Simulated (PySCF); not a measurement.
Gas-phase reaction: 6 GeF2 + 4 H2 → 3 GeF4 + Ge3H8

Energies from PySCF, thermal terms from the rigid-rotor harmonic-oscillator model, ideal gas at 1 bar. † marks an energy on the PBE0/def2-TZVP geometry and frequencies; other levels use their own. 6-31G* has spherical d functions here. All species are closed-shell singlets. B3LYP is the form with VWN-RPA correlation. Ge: all electrons, no relativistic terms. The harmonic model lacks anharmonicity and excited electronic states, which grow with temperature; levels with a mode under 35 cm⁻¹ are left out. Internal rotation in Ge3H8 is treated as a harmonic vibration of one conformer, which makes the entropy rough.

| level | ΔE electronic, kJ | ΔH°(298 K), kJ | ΔS°(298 K), J/K | ΔG°(1800 K), kJ |
|---|---|---|---|---|
| B3LYP/6-31G* | -136 | -92 | -848 | 1389 |
| BLYP/def2-TZVP† | 33 | 81 | -852 | 1572 |
| HF/6-31G* | -389 | -337 | -860 | 1177 |
| PBE0/def2-SVP† | -377 | -329 | -852 | 1162 |
| PBE0/def2-TZVP | -323 | -274 | -852 | 1216 |
| r2SCAN/def2-TZVP† | -338 | -290 | -852 | 1201 |
| LDA/def2-TZVP† | -391 | -343 | -852 | 1148 |
| ωB97X-V/def2-TZVP† | -329 | -280 | -852 | 1210 |
ΔH° is lowest at LDA/def2-TZVP† and highest at BLYP/def2-TZVP†. No reference value is set beside these.
